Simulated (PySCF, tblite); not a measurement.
Compound: C5H16SSi2.
Geometry (GFN2-xTB, Å), atoms numbered from 1 in this order:
```
atom  x, y, z in Å
C1     2.4516   -1.1632   -0.3739
C2     1.6355    0.0902   -0.6659
Si3    0.1515    0.3054    0.5059
S4    -1.0713    1.9616   -0.1675
Si5    0.3169    3.5688   -0.4284
C6    -0.9962   -1.2199    0.5631
C7    -2.1705   -0.9764    1.5076
C8    -1.5095   -1.5944   -0.8264
H9     1.8490   -2.0558   -0.5221
H10    3.3177   -1.2240   -1.0307
H11    2.8049   -1.1600    0.6544
H12    1.2947    0.0626   -1.7026
H13    2.2825    0.9653   -0.5788
H14    0.6251    0.6441    1.8555
H15   -0.5376    4.7365   -0.5483
H16    1.1876    3.6165    0.7403
H17    1.1015    3.3332   -1.6352
H18   -0.4203   -2.0663    0.9531
H19   -2.7562   -0.1280    1.1624
H20   -1.8202   -0.7629    2.5148
H21   -2.8194   -1.8500    1.5468
H22   -2.0628   -0.7627   -1.2571
H23   -2.1773   -2.4528   -0.7649
H24   -0.6891   -1.8482   -1.4948
```

Jobs on this species (24 atoms, 90 electrons) with PySCF (density fitting) and tblite. Hardware of each: one thread of an Arm Neoverse V2, no GPU (shared host). Other jobs ran on the host; a repeat could differ by tens of per cent or more.

| level and settings | work | basis functions | SCF cycles | wall time |
| --- | --- | --- | --- | --- |
| GFN2-xTB | L-BFGS relaxation | – | – | ? |
| PBE0/pcSseg-1 | shieldings, charges and field gradients | 237 | 12 | 52 s |
| GFN2-xTB | Hessian by finite differences | – | – | 1.3 s |

Task: Fill in the missing figures.

Result: 
- GFN2-xTB; L-BFGS relaxation: 1.6 s

Task: What do all jobs in the table cost together?

Result: About 55 s; the longest takes about 95 % of that, and about 40 times as long as the shortest.
